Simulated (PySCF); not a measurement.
# Radial density of N⁺ (nitrogen, charge +1)

UHF, [He] 2s2 2p2, high-spin 3P determinant. Calculation: PySCF 2.14, in def2-QZVPPD; the non-relativistic Hamiltonian (point nucleus).

```
r (bohr)  4πr²ρ (e/bohr)  4πr²(ρα − ρβ)
 0.00425         0.04440         0.0000
 0.00716          0.1207         0.0001
  0.0120          0.3188         0.0002
  0.0202          0.8046         0.0005
  0.0341           1.878         0.0014
  0.0573           3.850         0.0041
  0.0963           6.364         0.0149
   0.162           7.370         0.0640
   0.273           4.882         0.2601
   0.458           2.213         0.8006
   0.771           2.924         1.4840
    1.30           2.620         1.2155
    2.18          0.6204         0.2911
    3.67         0.02154         0.0113
    6.17       4.493e-05         0.0000
```
